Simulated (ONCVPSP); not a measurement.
B: excitation energies, all-electron against ONCV

```json
{
 "Element": "boron (B)",
 "Generator": "ONCVPSP 4.0.1",
 "Type": "optimised norm-conserving Vanderbilt (ONCV)",
 "Functional": "PBE",
 "Relativity": "scalar-relativistic",
 "Frozen core": "[He]",
 "Valence charge": "3",
 "Reference configuration": "2s2 2p1",
 "Partial waves": "2s: rc 1.55 bohr, ncon 4, nbas 7, qcut 4 1/bohr, 2 projectors, debl 0.7 Ha; 2p: rc 3.40 bohr, ncon 4, nbas 9, qcut 4.1 1/bohr, 2 projectors, debl 3.9 Ha",
 "Local potential": "polynomial inside 1.30 bohr (lpopt 5, dvloc0 6 Ha)",
 "Core correction": "Teter function, fcfact 2.25, rcfact 1.1"
}
```

Energies are relative to the spin-unpolarised reference configuration 2s2 2p1; without spin polarisation the order of configurations can differ from experiment.

(1) Give the all-electron excitation energy and the error of the potential for: 2s2 2p0; 2s1 2p0; 2s2 2p0.5; 2s1 2p1.

Results:

(1)

```
valence configuration  charge  ΔE all-electron (eV)  error AE − PS (meV)
              2s2 2p0      +1                 8.219                 +145
              2s1 2p0      +2                33.642                 +433
            2s2 2p0.5    +0.5                 2.887                  +61
              2s1 2p1      +1                14.360                 +247
```
